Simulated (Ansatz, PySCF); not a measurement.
Molecule: HTe (charge -1, singlet). Whether it binds its extra electron was not tested at this geometry. 
Geometry from a B3LYP-D3(BJ)/def2-TZVP (Ansatz, a first-principles code) optimisation:
```xyz
2

Te     0.0000     0.0000    -0.0316
H      0.0000     0.0000     1.6422
```
Charge -1, spin multiplicity 1.

Total electronic energies in hartree. Valence correlation only, unless marked. No spin-orbit coupling. The frozen core is the preceding noble-gas configuration, with the filled d and f shells of earlier blocks. In def2 rows, elements after Kr have scalar-relativistic effective core potentials. STO-3G rows are all-electron and non-relativistic. CBS(X,Y): correlation extrapolated as X^-3; Hartree-Fock from the larger set.

| level | program | energy (Eh) |
|---|---|---|
| HF/STO-3G | Ansatz | -6547.58610 |
| HF/def2-TZVPD | PySCF | -267.62162 |
| HF/def2-TZVPP | Ansatz | -267.61833 |
| HF/def2-QZVPP | Ansatz | -267.62173 |
| PBE-D3(BJ)/def2-TZVPD | Ansatz + dftd3 | -268.66564 |
| BLYP/def2-TZVPD | Ansatz | -268.62229 |
| BP86-D4/def2-TZVPD | PySCF + dftd4 | -268.81495 |
| BP86/def2-TZVPD | PySCF | -268.81405 |
| PBE0-D3(BJ)/def2-TZVPD | Ansatz + dftd3 | -268.68483 |
| PBE0-D4/def2-TZVP | Ansatz + dftd4 | -268.68110 |
| PBE0/def2-TZVPD | Ansatz | -268.68441 |
| PBE0/def2-QZVPP | Ansatz | -268.68418 |
| BHLYP-D3(BJ)/def2-TZVPD | Ansatz + dftd3 | -268.61839 |
| TPSSh/def2-TZVPD | PySCF | -268.59199 |
| HSE06/def2-TZVPD | Ansatz | (withheld) |
| CAM-B3LYP/def2-TZVPD | Ansatz | (withheld) |
| LC-wPBE-D3(BJ)/def2-TZVPD | Ansatz + dftd3 | -268.71055 |
| LC-wPBE/def2-TZVPD | Ansatz | -268.71008 |
| RI-MP2/def2-QZVPP | Ansatz | -267.78454 |
| RI-MP2/def2-QZVPPD | Ansatz | -267.78659 |
| CCSD/def2-TZVPP | Ansatz | -267.78273 |
| CCSD(T)/def2-QZVPP | Ansatz | -267.81057 |
| CCSD(T)/CBS(def2-TZVPPD,def2-QZVPPD) | Ansatz | -267.8244 |

**Question.** Complete the blanks.

**Answer.** 
- HSE06/def2-TZVPD, energy (Eh): -268.68231
- CAM-B3LYP/def2-TZVPD, energy (Eh): -268.67468
